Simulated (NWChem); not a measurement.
Molecule: AlAsH3F; SMILES [AsH2][AlH][F]

```xyz
6

Al    -0.5579     1.2197    -0.0140
As     0.0988    -1.1095    -0.0473
H     -1.0138    -1.4387     0.9452
H      1.1179    -0.8471     1.0570
F      0.6585     2.3634    -0.0217
H     -2.0399     1.7727    -0.0637
```
Atoms are numbered in this order, from 1.

All runs: NWChem. Coordinates come from a PBE0/def2-SVP optimisation. Total energies compare along this basis series because the functional is fixed.

```json
[
 {"level": "Hartree-Fock/pcseg-1", "basis functions": "74", "energy (Ha)": "-2577.0427", "highest occupied level (eV)": "-9.93", "orbital gap (eV)": "11.13", "dipole (D)": "1.72"},
 {"level": "Hartree-Fock/aug-pcseg-1", "basis functions": "113", "energy (Ha)": "-2577.0554", "highest occupied level (eV)": "-9.88", "orbital gap (eV)": "10.50", "dipole (D)": "1.48"},
 {"level": "Hartree-Fock/pcseg-2", "basis functions": "149", "energy (Ha)": "-2577.4481", "highest occupied level (eV)": "-9.85", "orbital gap (eV)": "10.98", "dipole (D)": "1.53"},
 {"level": "Hartree-Fock/STO-3G", "basis functions": "35", "energy (Ha)": "-2548.1323", "highest occupied level (eV)": "-6.56", "orbital gap (eV)": "14.94", "dipole (D)": "1.41"},
 {"level": "Hartree-Fock/def2-SVP", "basis functions": "79", "energy (Ha)": "-2576.9460", "highest occupied level (eV)": "-9.84", "orbital gap (eV)": "11.35", "dipole (D)": "1.49"}
]
```
